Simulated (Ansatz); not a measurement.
Cost and result for the atomization energy of CH9BSSi2 (`B[SiH2]CS[SiH3]`) (14 atoms, 13 bonds).

```json
{"atom": "B1", "x (Å)": "-2.9316", "y (Å)": "0.4650", "z (Å)": "0.0173"}
{"atom": "Si2", "x (Å)": "-0.9859", "y (Å)": "0.8491", "z (Å)": "-0.3135"}
{"atom": "C3", "x (Å)": "0.0230", "y (Å)": "-0.6363", "z (Å)": "-0.8932"}
{"atom": "S4", "x (Å)": "1.7834", "y (Å)": "-0.2334", "z (Å)": "-1.1760"}
{"atom": "Si5", "x (Å)": "2.5629", "y (Å)": "-0.4532", "z (Å)": "0.7888"}
{"atom": "H6", "x (Å)": "-3.6775", "y (Å)": "1.3687", "z (Å)": "0.2594"}
{"atom": "H7", "x (Å)": "-3.3968", "y (Å)": "-0.6375", "z (Å)": "0.0102"}
{"atom": "H8", "x (Å)": "-0.8364", "y (Å)": "1.9383", "z (Å)": "-1.3192"}
{"atom": "H9", "x (Å)": "-0.4198", "y (Å)": "1.3451", "z (Å)": "0.9762"}
{"atom": "H10", "x (Å)": "-0.0623", "y (Å)": "-1.4807", "z (Å)": "-0.2043"}
{"atom": "H11", "x (Å)": "-0.3549", "y (Å)": "-0.9850", "z (Å)": "-1.8577"}
{"atom": "H12", "x (Å)": "2.0291", "y (Å)": "0.5534", "z (Å)": "1.7429"}
{"atom": "H13", "x (Å)": "2.2363", "y (Å)": "-1.8059", "z (Å)": "1.3169"}
{"atom": "H14", "x (Å)": "4.0305", "y (Å)": "-0.2875", "z (Å)": "0.6524"}
```

The species carries charge 0 and has multiplicity 1. Geometry: relaxed with PBE0-D4/def2-TZVP. It is one conformer, not always the lowest. Program: Ansatz. All runs use 4 threads of an Arm Neoverse V2 on a shared host. Times are those of one run each, without the atoms' runs, and a repeat can differ threefold. Electronic energies, without spin–orbit coupling; frozen cores. CCSD(T)/CBS adds CCSD(T) − MP2 in def2-TZVPP to the MP2 limit, and its time is that of the two runs behind it. T1 = 0.012. B3LYP takes the VWN-RPA correlation (the form of Gaussian; ORCA's B3LYP/G).

CCSD(T)/CBS is a level of theory with its own doubt, some kJ/mol a heavy atom from the limit and from the frozen cores, so smaller differences don't rank the functionals.

```tsv
level	functions	wall time
BLYP-D4/def2-TZVPP	314	3 s
PBE0-D4/def2-TZVPP	314	4.1 s
BHLYP-D4/def2-TZVPP	314	4.2 s
CAM-B3LYP-D4/def2-TZVPP	314	4.8 s
CCSD(T)/def2-SVP	127	6 s
B3LYP-D4/def2-TZVPP (with forces)	314	6.5 s
r2SCANh-D4/def2-TZVPP	314	6.5 s
B2PLYP/def2-TZVPP	314	7 s
PBE-QIDH/def2-TZVPP	314	7.5 s
ωB97M-V/def2-TZVPP (with forces)	314	15 s
MP2/def2-QZVPP	594	30 s
CCSD(T)/def2-TZVPP	314	13 min
CCSD(T)/CBS(def2)	–	13 min
```

(1) What atomization energy does each give, and how far from CCSD(T)/CBS? (An estimate is asked.)

Results:

(1) The calculation gave: 
```csv
level,atomization (kJ/mol),difference from CCSD(T)/CBS,per bond
BLYP-D4/def2-TZVPP,4435.1,-41.4,-3.2
PBE0-D4/def2-TZVPP,4467.0,-9.5,-0.7
BHLYP-D4/def2-TZVPP,4427.5,-49.0,-3.8
CAM-B3LYP-D4/def2-TZVPP,4491.9,15.4,1.2
CCSD(T)/def2-SVP,4201.7,-274.8,-21.1
B3LYP-D4/def2-TZVPP (with forces),4483.2,6.7,0.5
r2SCANh-D4/def2-TZVPP,4480.7,4.2,0.3
B2PLYP/def2-TZVPP,4416.9,-59.6,-4.6
PBE-QIDH/def2-TZVPP,4447.4,-29.1,-2.2
ωB97M-V/def2-TZVPP (with forces),4497.8,21.3,1.6
MP2/def2-QZVPP,4435.5,-41.0,-3.2
CCSD(T)/def2-TZVPP,4364.7,-111.8,-8.6
CCSD(T)/CBS(def2),4476.5,0.0,0.0
```

Leaving LDA and LC-ωPBE aside and taking each functional with its dispersion term where it has one, the values, not all of them listed here, spread over 100.1 kJ/mol, from revPBE-D4 to ωB97X-V. LDA lies +541.5 kJ/mol from PBE without D4, its usual overbinding. In def2-TZVPP, CCSD(T) changes the Hartree–Fock value by +952.1 kJ/mol (the triples alone add +48.4 kJ/mol) and MP2 by +956.8 kJ/mol; breaking electron pairs costs correlation energy, which Hartree–Fock lacks. From BLYP to BHLYP (50 % exact exchange), in def2-TZVPP and without D4, the atomization energy moves by +21.7 kJ/mol.
